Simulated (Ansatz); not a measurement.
`FBC(F)Cl` + `[OH][GeH3]` → `FB[O][GeH3]` + `FCCl` at 298.15 K and 1 bar (ligand exchange at a B–C bond).

Computed with Ansatz on PBE0-D4/def2-TZVP structures; ΔE is electronic, products minus reactants. CBS: MP2 limit from def2 TZ/QZ plus the TZ coupled-cluster correction, frozen cores. This one scheme is used for every species. For Ge outer-core shells are correlated without core-valence functions, which leaves a few kJ/mol of doubt a bond. Scalar relativity is left out up to krypton. Each species was taken in one conformer, which may not be the lowest.

```csv
species,CCSD(T)/CBS energy (Eh),H − E (kJ/mol),S (J/(mol·K))
`FBC(F)Cl`,-723.44862,111.9,319.1
`[OH][GeH3]`,-2153.69723,109.3,272.0
`FB[O][GeH3]`,-2278.39547,133.0,329.4
`FCCl`,-598.81139,93.0,264.2
```

H − E and S are ideal-gas, rigid-rotor, harmonic terms from PBE0-D4/def2-TZVP, for one conformer and one mirror image of each species. 1 Eh = 2625.50 kJ/mol, R = 8.31446 J/(mol·K).

Problem. By hand: ΔE, ΔH, ΔS and ΔG.

Solution. ΔE = (-2278.39547) + (-598.81139) − (-723.44862) − (-2153.69723) = -0.06101 Eh = -160.2 kJ/mol. Δ(H − E) = 133.0 + 93.0 − 111.9 − 109.3 = 4.8, so ΔH = -155.4 kJ/mol. ΔS = 329.4 + 264.2 − 319.1 − 272.0 = 2.5 J/(mol·K). ΔG = -155.4 − 298.15 × (2.5)/1000 = -156.1 kJ/mol.

Problem. By hand: the equilibrium constant, and the temperature at which ΔG would vanish if ΔH and ΔS stayed fixed.

Solution. log₁₀ K = −ΔG/(RT ln 10) = 27.3. ΔH and −TΔS have one sign here, so there is no such temperature. One of them is within its doubt of zero, so this could turn.

The number of gas molecules stays the same, so ΔS is small and ΔH decides. A doubt of 5 kJ/mol in ΔE shifts log₁₀ K by 0.9 here. Other conformers and mirror images would add mixing entropy, several J/(mol·K) or more a flexible species. These are equilibria of isolated gas molecules and say nothing of rates. Largest T1 diagnostic: 0.013 (customary marks: 0.02 for closed shells, 0.045 for open ones).
